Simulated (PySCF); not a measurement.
(1R)-1-chloro-1,2,2-trifluoroethane (C2H2ClF3), SMILES FC(F)[C@H](F)Cl. Geometry optimised at PBE-D3(BJ)/def2-SVP. The values are those of a single conformer.

Computed equilibrium geometry at PBE-D3(BJ)/def2-SVP (PySCF confirms it by a frequency run) as bond lengths and angles (one conformer of several):
Atoms: F1 C2 F3 C4 F5 Cl6 H7 H8. Bonded distances (Å): F1–C2 1.365, C2–F3 1.354, C2–C4 1.536, C2–H7 1.114, C4–F5 1.357, C4–Cl6 1.794, C4–H8 1.111. Bond angles (°): F1–C2–F3 108.7, F1–C2–C4 108.0, F1–C2–H7 109.2, F3–C2–C4 110.4, F3–C2–H7 109.6, C4–C2–H7 110.9, C2–C4–F5 109.9, C2–C4–Cl6 109.4, C2–C4–H8 109.9, F5–C4–Cl6 110.7, F5–C4–H8 109.6, Cl6–C4–H8 107.2.
